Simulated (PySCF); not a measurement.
A run for PySCF: R-B3LYP/6-311+G** on CH2O2 (SMILES O=CO).

```python
from pyscf import gto, scf, dft, mp
from pyscf.data.elements import chemcore

mol = gto.M(
    atom='''
    O     1.19810856   -0.13326632    3.36729551
    C     0.18162221    0.24825927    3.89875072
    O    -1.00296879    0.35439816    3.32395598
    H     0.13697475    0.55812391    4.95368712
    H    -0.92831945    0.04879361    2.35152078
    ''',
    basis='6-311+g**',
    charge=0, spin=0, verbose=3, max_memory=1800)
mf = dft.RKS(mol, xc='b3lyp')
mf.conv_tol = 1e-8
mf.max_cycle = 100
mf.kernel()
if not mf.converged:
    mf = mf.newton().run(mf.mo_coeff, mf.mo_occ)
```

### Question
Give the final energy of this run.

### Answer
-189.8250 hartree.
